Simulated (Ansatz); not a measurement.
Compare A (`[SeH]C1=NC1`) with its isomer B (`CN=C=[Se]`).

Gas-phase electronic energies from Ansatz, PBE0-D4/def2-TZVP geometries. CBS: MP2 limit from def2 TZ/QZ plus the TZ coupled-cluster correction, frozen cores. DFT in def2-TZVPP. For Se outer-core shells are correlated without core-valence functions, which leaves a few kJ/mol of doubt a bond. Scalar relativity is left out up to krypton. One conformer a species, not always the lowest.

A:

Z-matrix (Å, degrees):
```
C
C 1 1.442
N 1 1.525 2 49.8
H 1 1.087 2 120.2 3 -100.9
H 1 1.087 2 120.2 3 100.9
Se 2 1.858 1 152.0 3 180.0
H 6 1.468 2 93.3 1 0.1
```

B:

```xyz
7

C     0.0053    0.9679   -0.3234
N    -0.0025   -0.3615    0.1190
C    -0.0081   -1.4707    0.4909
Se   -0.0167   -3.1147    1.0415
H     0.2054    1.6430    0.5122
H     0.7796    1.1092   -1.0814
H    -0.9629    1.2267   -0.7589
```

(1) Which is lower in electronic energy at CCSD(T)/CBS, and by how much? (Estimate.)

(2) Give E(B) − E(A) in kJ/mol with BLYP-D4, B2PLYP, ωB97M-V, PBE-D4, CCSD(T)/def2-SVP, LDA (SPW92), MP2/def2-TZVPP. (Best estimate.)

(3) Does the order hold for the free energy at 298.15 K (harmonic terms from PBE0-D4)? (Best estimate.)

Largest T1 diagnostic: 0.014.

Answers

(1) The calculation gave: B, by 158.9 kJ/mol.

(2) Computed: BLYP-D4 -176.2, B2PLYP -175.5, ωB97M-V -155.7, PBE-D4 -160.4, CCSD(T)/def2-SVP -163.6, LDA (SPW92) -165.7, MP2/def2-TZVPP -163.5. None reverses the order clearly.

(3) Ansatz gave: Yes: G(B) − G(A) = -154.4 kJ/mol, for one conformer each. Modes under 60 cm⁻¹, often nearly free rotors, make the harmonic entropy too high.

Leaving LDA and LC-ωPBE aside and taking each functional with its dispersion term where it has one, the values, not all of them listed here, spread over 27.1 kJ/mol, from BLYP-D4 to ωB97X-V. LDA lies −3.6 kJ/mol from PBE without D4. At CCSD(T), def2-SVP lies −4.7 kJ/mol from the extrapolated value and def2-TZVPP +4.9 kJ/mol.
